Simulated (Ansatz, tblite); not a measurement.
Cost and result up the ladder for (SiH3)3N (Si₃NH₉) (13 atoms). Total charge 0; singlet. Geometry: PBE0-D4/def2-SVP.

```xyz
13

N    -0.001   -0.002    0.005
Si   -1.679    0.326   -0.386
Si    0.705   -1.555   -0.402
Si    0.973    1.227    0.789
H    -1.811    1.472   -1.337
H    -2.233   -0.906   -1.027
H    -2.476    0.646    0.838
H    -0.020   -2.680    0.263
H     0.689   -1.799   -1.877
H     2.123   -1.533    0.073
H     0.093    2.415    1.010
H     1.499    0.755    2.106
H     2.137    1.632   -0.057
```

Ansatz on 4 threads of Arm Neoverse V1 on a shared host; xTB runs through tblite on one thread. Times are rough, summed over both states, and most runs start from the orbitals of an earlier one. PBE0-D4/def2-TZVP serves as the yardstick here, not as an exact answer. The other state is a triplet.

The xTB rows come from tblite.

xTB has no spin-polarisation term.

```json
{"level": "GFN2-xTB", "functions": "40", "wall time": "0.013 s", "vertical triplet (eV)": "4.98", "difference from PBE0-D4/def2-TZVP (eV)": "-0.47"}
{"level": "GFN1-xTB", "functions": "49", "wall time": "0.017 s", "vertical triplet (eV)": "5.92", "difference from PBE0-D4/def2-TZVP (eV)": "0.48"}
{"level": "PBE-D4/def2-TZVP (with forces)", "functions": "196", "wall time": "5.7 s", "vertical triplet (eV)": "4.99", "difference from PBE0-D4/def2-TZVP (eV)": "-0.46"}
{"level": "PBE0-D4/def2-TZVP", "functions": "196", "wall time": "6.9 s", "vertical triplet (eV)": "5.45", "difference from PBE0-D4/def2-TZVP (eV)": "0.00"}
{"level": "r2SCAN-D4/def2-TZVP", "functions": "196", "wall time": "11 s", "vertical triplet (eV)": "5.27", "difference from PBE0-D4/def2-TZVP (eV)": "-0.18"}
```
